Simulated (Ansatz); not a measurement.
System: Si2H3, charge 0, multiplicity 2. It need not be the lowest isomer of its formula. 
Geometry from a B3LYP-D3(BJ)/def2-TZVP (Ansatz, a program for electronic structure) optimisation:
```
Si
H 1 1.4867
H 1 1.4882 2 107.07
Si 1 2.2898 2 123.22 3 -169.59
H 4 1.5229 1 88.46 2 -175.19
```
Charge 0, spin multiplicity 2.

Wanted: vertical electron affinity (to the singlet state of charge -1; a negative value means that the extra electron is unbound and the number depends on the basis; each state is the SCF solution reached for its spin; the UHF <S^2> is 0.94 for the doublet (pure: 0.75); for the singlet the Hartree-Fock reference is unstable and T1 is 0.021; for the doublet T1 is 0.049), in eV. Valence correlation only, unless marked. UHF or UKS for open shells. No spin-orbit coupling. No relativistic terms. Anions need diffuse functions: aug- sets have them; def2-D sets add few. CBS marks a two-point X^-3 extrapolation of the correlation energy; Hartree-Fock from the larger set. [CCSD(T)-MP2]/basis is that difference in the basis named.

| level | program | vertical electron affinity (eV) | minus last row |
|---|---|---|---|
| HF/def2-TZVPPD | Ansatz | 0.74 | -1.53 |
| HF/aug-cc-pV(Q+d)Z | Ansatz | 0.83 | -1.44 |
| r2SCAN/def2-TZVPD | Ansatz | 2.00 | -0.27 |
| B3LYP/def2-TZVPD | Ansatz | 1.99 | -0.28 |
| BHLYP/def2-TZVPD | Ansatz | 1.74 | -0.53 |
| CCSD(T)/aug-cc-pV(T+d)Z | Ansatz | 2.18 | -0.09 |
| RI-MP2/CBS(aug-cc-pV(T+d)Z,aug-cc-pV(Q+d)Z)+[CCSD(T)-MP2]/aug-cc-pV(T+d)Z | Ansatz | 2.27 | 0.00 |
